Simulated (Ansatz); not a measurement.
```xyz
8

I     2.0008    2.7593    1.2914
Al    0.6573    0.9063    0.4242
C    -0.3573   -0.6866    0.5593
C    -0.2111   -0.0973   -0.9261
H    -1.3774   -0.6974    0.9393
H     0.1040   -1.6621    0.7027
H     0.3330   -0.7428   -1.6134
H    -1.1494    0.2206   -1.3774
```

Total charge 0; spin multiplicity 1. I takes the def2 core potential.

Problem. List the PBE/def2-TZVPP orbital energies in eV (the Gaussian-basis code of Ansatz). (Best estimate.)

Solution. The calculation gave: Occupied: -1507.09, -268.57, -268.57, -180.11, -127.44, -127.29, -127.25, -107.36, -69.46, -69.25, -69.21, -49.56, -49.51, -49.48, -49.35, -49.35, -18.21, -17.61, -14.26, -10.71, -10.62, -9.11, -8.46, -7.16, -7.09, -6.89, -4.98. Lowest empty: -2.05, -2.00, -0.13, 0.76, 1.29, 1.44, 1.80, 2.61.
